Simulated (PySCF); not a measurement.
CH9NOSi2, SMILES CO[SiH2]N[SiH3]. Atoms are numbered in the order given.

```xyz
14

C      2.6569     1.1823     0.0391
O      1.4009     0.6892     0.4339
Si     0.6855    -0.6484    -0.2568
N     -0.9103    -0.8546     0.3607
Si    -2.3112     0.0808    -0.0892
H      2.6922     1.4027    -1.0451
H      2.8596     2.1178     0.5835
H      3.4708     0.4691     0.2701
H      1.4826    -1.8682     0.0686
H      0.6269    -0.4391    -1.7330
H     -0.9916    -1.4337     1.1926
H     -2.7014     1.0826     0.9479
H     -3.4921    -0.8036    -0.3206
H     -1.9632     0.7940    -1.3499
```

Geometry: ωB97X-D3(BJ)/def2-SVP. One conformer was computed; it need not be the lowest.

All values below come from PySCF with PBE/pcSseg-1.

GIAO shieldings, no solvent; atoms listed in one row are averaged. δ = σ(ref) − σ: ¹³C against TMS (σ = 182.0 ppm); ¹⁷O against H2O (σ = 334.3 ppm); ²⁹Si against TMS (σ = 335.4 ppm); ¹⁵N against NH3 (σ = 267.0 ppm); ¹H against TMS (σ = 31.49 ppm), references at their B3LYP-D3(BJ)/def2-TZVP geometries, non-relativistic.

Question: Estimate the chemical shifts. (An estimate is asked for; the answer gives what the named calculation found.)

Answer: 
```csv
nucleus,atoms,count,δ (ppm)
¹³C,C1,1,54.3
¹⁷O,O2,1,42.7
²⁹Si,Si3,1,-23.7
²⁹Si,Si5,1,-51.2
¹⁵N,N4,1,31.8
¹H,H9,1,5.26
¹H,H10,1,5.14
¹H,"H12, H13, H14",3,5.11
¹H,"H6, H7, H8",3,3.98
¹H,H11,1,0.87
```
